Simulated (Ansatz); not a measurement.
Reaction (substitution at a C–S bond): `BSC(=C)[SiH3]` + CH₃OH → `C=C([SiH3])OC` + `BS`

Gas-phase electronic energies from Ansatz, PBE0-D4/def2-TZVP geometries. CCSD(T)/CBS is the MP2 limit (def2-TZVPP, def2-QZVPP) plus CCSD(T) − MP2 in def2-TZVPP, frozen cores. This one scheme is used for every species. Functionals use def2-TZVPP. B3LYP here is the variant with VWN-RPA as its local correlation; programs differ in this. One conformer a species, not always the lowest.

`BSC(=C)[SiH3]`:

```xyz
12

B     2.075   -0.274   -1.045
S     0.457   -0.184   -1.712
C    -0.672    0.029   -0.367
C    -1.967    0.117   -0.672
Si   -0.111    0.131    1.417
H     2.945   -0.418   -1.845
H     2.289   -0.197    0.125
H    -2.714    0.249    0.103
H    -2.327    0.062   -1.697
H     0.795    1.287    1.632
H     0.579   -1.113    1.838
H    -1.347    0.311    2.223
```

CH₃OH:

Z-matrix (Å, degrees):
```
C
O 1 1.409
H 1 1.097 2 112.4
H 1 1.090 2 107.0 3 -118.5
H 1 1.097 2 112.4 3 123.0
H 2 0.959 1 108.5 3 -61.6
```

`C=C([SiH3])OC`:

```xyz
13

C    -0.755   -0.237    1.172
C    -0.280    0.109   -0.028
Si   -1.320    1.016   -1.300
O     0.974   -0.135   -0.482
C     1.853   -0.812    0.388
H    -1.776    0.012    1.425
H    -0.174   -0.760    1.922
H    -0.692    2.317   -1.644
H    -2.668    1.244   -0.720
H    -1.436    0.206   -2.541
H     2.797   -0.914   -0.144
H     1.466   -1.804    0.643
H     2.010   -0.242    1.310
```

`BS`:

Z-matrix (Å, degrees):
```
B
S 1 1.765
H 1 1.192 2 115.8
H 1 1.190 2 121.4 3 -180.0
H 2 1.344 1 99.2 3 180.0
```

| level | ΔE (kJ/mol) | difference from CCSD(T)/CBS |
| --- | --- | --- |
| PBE-D4 | 13.1 | -5.2 |
| r2SCAN-D4 | 9.2 | -9.1 |
| PBE0-D4 | 14.3 | -4.0 |
| B3LYP-D4 | 10.4 | -7.9 |
| ωB97X-V | 6.5 | -11.8 |
| ωB97M-V | 9.6 | -8.7 |
| B2PLYP | 9.0 | -9.3 |
| PBE | 9.3 | -9.0 |
| r2SCAN | 8.5 | -9.8 |
| PBE0 | 11.0 | -7.3 |
| B3LYP | 3.9 | -14.4 |
| HF/def2-TZVPP | -0.1 | -18.4 |
| MP2/def2-TZVPP | 19.8 | 1.5 |
| SCS-MP2/def2-TZVPP | 15.5 | -2.8 |
| CCSD/def2-TZVPP | 10.4 | -7.9 |
| CCSD(T)/def2-TZVPP | 12.6 | -5.7 |
| HF/def2-QZVPP | 0.3 | -18.0 |
| MP2/def2-QZVPP | 23.3 | 5.0 |
| SCS-MP2/def2-QZVPP | 18.9 | 0.6 |
| HF/CBS(def2) | 0.4 | -17.9 |
| MP2/CBS(def2) | 25.5 | 7.2 |
| CCSD/CBS(def2) | 16.1 | -2.2 |
| CCSD(T)/CBS | 18.3 | 0 |

Largest T1 diagnostic among the species: 0.015.

The D4 term adds +6.5 kJ/mol with B3LYP and +3.3 kJ/mol with PBE0; it sums over pairs of atoms, weighted by their polarisabilities, and B3LYP, whose exchange is more repulsive, gets the larger term. In def2-TZVPP, CCSD(T) changes the Hartree–Fock value by +12.7 kJ/mol (the triples alone add +2.2 kJ/mol) and MP2 by +20.0 kJ/mol.
